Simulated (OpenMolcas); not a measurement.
# Fe3+ in a ligand field

Fe3+ with 2 ligands (sulfide) in linear coordination (D∞h) at 2.17 Å. A charge of +0.5 e stands 2.8 Å behind each ligand. Ligand basis ANO-RCC-VDZP.
```
Fe    0.0000    0.0000    0.0000
S     0.0000    0.0000    2.1700
S     0.0000    0.0000   -2.1700
```

- Program: OpenMolcas
- Method: CASSCF
- Basis: ANO-RCC-VTZP [6s5p3d2f1g]
- Scalar Hamiltonian: DKH2, point nucleus
- Active space: 5 electrons in 5 orbitals (3d)
- State averaging: 2S+1 = 6 even, 1 root; 2S+1 = 4 even, 24 roots; 2S+1 = 2 even, 75 roots
- Spin-orbit coupling: RASSI with atomic mean-field integrals over the reference wave functions

The lowest spin-free states (labels by Λ), above the lowest:

| State | Degeneracy | E (cm-1) |
| --- | --- | --- |
| 6Σ | 1 | 0.0 |
| 4Φ | 2 | 28449 |
| 4Π | 2 | 28545 |
| 4Δ | 2 | 29442 |
| 4Σ | 1 | 30743 |
| 4Γ | 2 | 33077 |
| 4Π | 2 | 33319 |
| 4Δ | 2 | 35931 |
| 4Σ | 1 | 37083 |
| 4Σ | 1 | 39510 |
| 4Π | 2 | 40832 |
| 2Φ | 2 | 42382 |
| 2Π | 2 | 42583 |
| 2Γ | 2 | 43020 |
| 2Σ | 1 | 43061 |
| 2Δ | 2 | 43447 |
| 2I | 2 | 43472 |
| 2H | 2 | 45087 |
| 2Δ | 2 | 46530 |
| 2Φ | 2 | 46716 |

The lowest levels with spin-orbit coupling:

```tsv
E (cm-1)	Degeneracy	2S+1	g
0.0	2	6	2.00 6.01 6.01
0.6	2	6	0.00 0.00 6.01
1.7	2	6	0.00 0.00 10.01
28199	2	4	0.00 0.00 7.97
28291	2	4	0.00 0.00 12.00
28383	2	4	0.00 0.00 8.00
28429	2	4	0.00 0.00 3.94
28487	2	4	0.00 0.00 4.03
28604	2	4	0.00 0.00 0.06
28643	2	4	0.01 0.20 0.20
28839	2	4	0.09 0.09 4.00
29307	2	4	0.00 0.00 10.00
29394	2	4	0.00 0.00 6.01
29484	2	4	0.00 0.00 2.00
29578	2	4	0.00 0.00 2.00
30737	2	4	2.00 3.87 3.87
30744	2	4	0.00 0.00 6.00
33069	2	4	0.00 0.00 2.01
33083	2	4	0.00 0.00 14.01
33086	2	4	0.00 0.00 6.00
```

Powder χT (cm3 K/mol): 4.33 at 2 K, 4.38 at 10 K, 4.39 at 50 K, 4.39 at 100 K, 4.39 at 200 K, 4.39 at 300 K. The effective moment at 300 K is 2.828 √(χT) = 5.92 μB.

The lowest level has 2S+1 = 6, for which the spin-only value is χT = S(S+1) / 2 = 4.375 cm3 K/mol (g = 2). The computed 4.385 at 300 K differs by +0.010, little more than the free-electron g of 2.0023 accounts for.

Metal share of the active 3d orbitals (Löwdin): 89, 92, 92, 100, 100 %; Mulliken charge of the metal 0.81.

Without dynamic correlation the repulsion within the d shell is too large (B by tens of per cent), so at a given field states of lower spin stand too high. CASSCF with metal d orbitals alone favours high spin, so a ground state of lower spin is not ruled out. The sulfide ions are held by bare point charges, a crude embedding. Ligand-to-metal charge-transfer states are missing. With no ligand orbital active B as a rule stays too high, so bands that hang on it stand too high and its fall with covalency is understated. No measured value stands beside these numbers; the geometry is a model, was not optimised and need not be the one that this ion takes.
